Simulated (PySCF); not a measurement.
Choosing a molecule for a target property.

Species are written as SMILES; each is one conformer at its optimised geometry, gas phase (atoms past krypton carry core potentials, spin–orbit coupling is left out). Electronic properties by PySCF.

Question: Wanted: HOMO–LUMO gap below 11 eV (wB97X-D/def2-SVPD) and lowest singlet excitation below 6.5 eV (TDDFT wB97X-D/def2-SVPD), at PBE0-D3(BJ)/def2-SVP geometries. Which candidate meets both?
A. `[H][Al]([H])([H])<-[AsH3]`
B. `[F][Sn]([F])([F])[F]`
C. `C#C[C@@H]1C=N1`
D. `N#CC1C=C1`

Answer: C. Computed values:
```csv
species,HOMO–LUMO gap,lowest singlet excitation
C#C[C@@H]1C=N1,10.17 eV,5.01 eV
[H][Al]([H])([H])<-[AsH3],10.88 eV,6.61 eV
N#CC1C=C1,11.43 eV,6.44 eV
[F][Sn]([F])([F])[F],12.20 eV,6.83 eV
```

Question: Wanted: static isotropic polarisability between 49 au and 60 au (wB97X-D/def2-SVPD) and dipole moment below 3 D (wB97X-D/def2-SVPD), at PBE0-D3(BJ)/def2-SVP geometries. Which candidate meets both?
A. `[H][Al]([H])([H])<-[AsH3]`
B. `Br[SiH]1CC1`
C. `[F][Sn]([F])([F])[F]`
D. `C([C@H]1N=C1)#C`
E. `N#CC1C=C1`

Answer: D. Computed values:
| species | static isotropic polarisability | dipole moment |
| --- | --- | --- |
| [F][Sn]([F])([F])[F] | 33.3 au | 0.00 D |
| N#CC1C=C1 | 47.1 au | 4.64 D |
| C([C@H]1N=C1)#C | 50.1 au | 2.20 D |
| [H][Al]([H])([H])<-[AsH3] | 69.5 au | 3.92 D |
| Br[SiH]1CC1 | 71.1 au | 1.40 D |
